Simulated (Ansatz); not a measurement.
`[BH]1C[O][SnH2]1` → B• + C• + 5 H• + O• + Sn•  (atomization)

Program: Ansatz. Geometries: PBE0-D4/def2-TZVP. ΔE: electronic, gas phase. CBS: MP2 limit from def2 TZ/QZ plus the TZ coupled-cluster correction, frozen cores. This one scheme is used for every species, atoms too. DFT in def2-TZVPP. HSE06 is defined as in plane-wave codes. No spin–orbit coupling; open shells (•) take unrestricted orbitals. Spin–orbit coupling would lower the free atoms: a little for B, C, O; strongly for Sn. def2 core potentials past Kr. For Sn outer-core shells are correlated without core-valence functions, so the limit isn't a true one: a few kJ/mol of doubt a bond, and 10 to 20 or more in all where bonds break to atoms.

Question: What is ΔE at CCSD(T)/CBS? (Best estimate.)

Answer: Computed: +699.3 kcal/mol.

Question: What do these levels give: revPBE-D4, BLYP-D4, r2SCANh-D4, PBE, r2SCANh, HSE06, CAM-B3LYP, LC-ωPBE, CCSD(T)/def2-SVP, HF/def2-TZVPP, HF/def2-QZVPP, HF/CBS(def2)? (An estimate is asked.)

Answer: Computed: revPBE-D4 692.3, BLYP-D4 695.2, r2SCANh-D4 695.9, PBE 708.0, r2SCANh 694.8, HSE06 694.7, CAM-B3LYP 696.7, LC-ωPBE 696.8, CCSD(T)/def2-SVP 651.4, HF/def2-TZVPP 490.0, HF/def2-QZVPP 491.4, HF/CBS(def2) 491.7 kcal/mol.

Largest T1 diagnostic among the species: 0.015.

In def2-TZVPP, CCSD(T) changes the Hartree–Fock value by +189.3 kcal/mol (the triples alone add +12.3 kcal/mol) and MP2 by +196.8 kcal/mol; breaking electron pairs costs correlation energy, which Hartree–Fock lacks. Leaving LDA and LC-ωPBE aside and taking each functional with its dispersion term where it has one, the values, not all of them listed here, spread over 38.2 kcal/mol, from BHLYP-D4 to PBE-D4. LDA lies +102.8 kcal/mol from PBE without D4, its usual overbinding.

For atomizations the MP2-based limit and the directly extrapolated one differ by several kJ/mol either way, and by 10 to 25 for some Ge, Se and Sn compounds, so smaller differences from it don't rank the levels.
